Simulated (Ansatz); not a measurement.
Total energies of BrHOSi (`O[Si]Br`).

Z-matrix (Å, degrees):
```
O
Si 1 1.635
H 1 0.963 2 120.7
Br 2 2.289 1 101.2 3 0.0
```

The species carries charge 0 and has multiplicity 1. Correlated methods include outer-core shells of Br, which these sets cover unevenly. Scalar relativity is left out up to krypton. The structure was optimised at the PBE0-D4/def2-TZVP level. It is one conformer, not always the lowest. Basis def2-TZVPP, Ansatz.

RPA on PBE orbitals: Hartree–Fock energy of these orbitals -2936.86735 Eh, correlation -0.94492 Eh (frozen core).

| functional | energy without D4 (Eh) | D4 term (kJ/mol) |
| --- | --- | --- |
| revPBE | -2939.28060 | -23.7 |
| BLYP | -2939.60725 | -19.5 |
| B97M-V | -2939.02445 | – |
| r2SCANh | -2939.49843 | -2.0 |
| r2SCAN0 | -2939.48787 | -2.2 |
| HSE06 (plane-wave form) | -2939.08102 | -7.0 |
| BHLYP | -2939.54183 | -13.0 |
| ωB97M-V | -2939.40958 | – |
| B2PLYP | -2939.03873 | – |
| PBE-QIDH | -2938.67855 | – |

Question: Give the same for LDA (SPW92), PBE, r2SCAN, PBE0, B3LYP, CAM-B3LYP, LC-ωPBE, ωB97X-V. (An estimate is asked.)

Answer: The calculation gave: 
```tsv
functional	energy without D4 (Eh)	D4 term (kJ/mol)
LDA (SPW92)	-2934.33956	–
PBE	-2938.97544	-8.8
r2SCAN	-2939.50612	-1.8
PBE0	-2939.08599	-7.4
B3LYP	-2939.63557	-14.7
CAM-B3LYP	-2939.69538	-7.6
LC-ωPBE	-2939.08367	–
ωB97X-V	-2939.27341	–
```

B3LYP takes the VWN-RPA correlation (the form of Gaussian; ORCA's B3LYP/G). HSE06 is the plane-wave form, built on full-range PBE exchange. The double hybrids freeze the cores in their second-order part.

LC-ωPBE has ω = 0.4 bohr⁻¹.
